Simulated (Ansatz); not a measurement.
Noncovalent pair: BiClH2 (SMILES [Cl][BiH2]) (first 4 atoms) with HF (SMILES F); geometry from B3LYP-D3(BJ)/def2-TZVP.
(charge 0, multiplicity 1):
```xyz
6

Cl     1.84302    -0.75689     1.44602
Bi     0.26125     0.58006     0.01951
H     -0.56859    -0.88407    -0.61334
H      1.38253     0.53930    -1.39424
F     -0.76969    -0.60726     2.95928
H      0.12097    -0.82890     2.75589
```

Basis-set superposition error: the interaction energy with monomers in their own basis, and in the dimer's basis (counterpoise).

Programs: Ansatz (a quantum-chemistry and plane-wave program). Values without a source in brackets are computed. In def2 rows elements past Kr take small-core potentials, without spin–orbit coupling.

| level | uncorrected (kcal/mol) | counterpoise (kcal/mol) | difference |
|---|---|---|---|
| HF/def2-SVPD | -4.90 | -4.28 | 0.63 |
| PBE/def2-TZVPPD | -6.69 | -6.58 | 0.10 |
| r2SCAN/def2-TZVPPD | -7.46 | -7.37 | 0.09 |
| PBE0/def2-TZVPPD | -6.66 | -6.56 | 0.09 |
| BHLYP/def2-TZVPPD | -6.29 | -6.21 | 0.08 |
| wB97M-V/def2-TZVPPD | -7.31 | -7.22 | 0.09 |
| B2PLYP/def2-TZVPPD | -6.21 | -5.91 | 0.30 |
| MP2/def2-SVPD | -7.54 | -5.44 | 2.10 |
| MP2/def2-TZVPPD | -6.83 | -6.04 | 0.79 |
| SCS-MP2/def2-SVPD | -6.91 | -4.80 | 2.12 |

The error is largest for SCS-MP2/def2-SVPD (2.12 kcal/mol) and smallest for BHLYP/def2-TZVPPD (0.08 kcal/mol).
